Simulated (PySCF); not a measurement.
Geometries of 2 isomers of C8H5F, from PBE0-D3(BJ)/def2-SVP geometry optimisation, gas phase in PySCF. One conformer each, no zero-point energy, no frequencies.

**Question.** Which isomer lies lower at this level?
A.
```xyz
14
angstrom
C      3.318   -0.647   -0.187
C      2.129   -0.414   -0.123
C      0.729   -0.143   -0.045
C      0.220    1.106   -0.441
C     -1.141    1.375   -0.361
C     -1.997    0.388    0.116
F     -3.300    0.643    0.196
C     -1.525   -0.859    0.512
C     -0.163   -1.120    0.430
H      4.370   -0.856   -0.243
H      0.907    1.869   -0.811
H     -1.552    2.340   -0.664
H     -2.230   -1.606    0.879
H      0.226   -2.092    0.737
```
B.
```xyz
14
angstrom
F      0.607    2.740    0.009
C      0.541    1.415   -0.093
C      1.757    0.669   -0.128
C      1.743   -0.703   -0.232
C      0.517   -1.440   -0.311
C     -0.622   -0.695   -0.275
C     -0.626    0.723   -0.168
C     -2.139    0.691   -0.197
C     -2.141   -0.659   -0.300
H      2.698    1.221   -0.068
H      2.692   -1.243   -0.256
H      0.523   -2.528   -0.393
H     -2.915    1.454   -0.153
H     -2.923   -1.414   -0.371
```

**Answer.** A. That is 1-ethynyl-4-fluorobenzene, `c1cc(ccc1C#C)F`, 16.8 kcal/mol below the other.

| SMILES | atoms numbered as above | E (Eh) | relative (kcal/mol) | relative (kJ/mol) | dipole (D) |
| --- | --- | --- | --- | --- | --- |
| C#Cc1ccc(F)cc1 | [CH:1]#[C:2][c:3]1[cH:4][cH:5][c:6]([F:7])[cH:8][cH:9]1 | -406.88340 | 0.0 | 0.0 | 0.65 |
| Fc1cccc2c1C=C2 | [F:1][c:2]1[cH:3][cH:4][cH:5][c:6]2[c:7]1[CH:8]=[CH:9]2 | -406.85668 | 16.8 | 70.1 | 1.53 |

As drawn, the lower has a C≡C bond, which the higher lacks; the higher has a four-membered ring and a C=C bond outside aromatic rings, which the lower lacks.
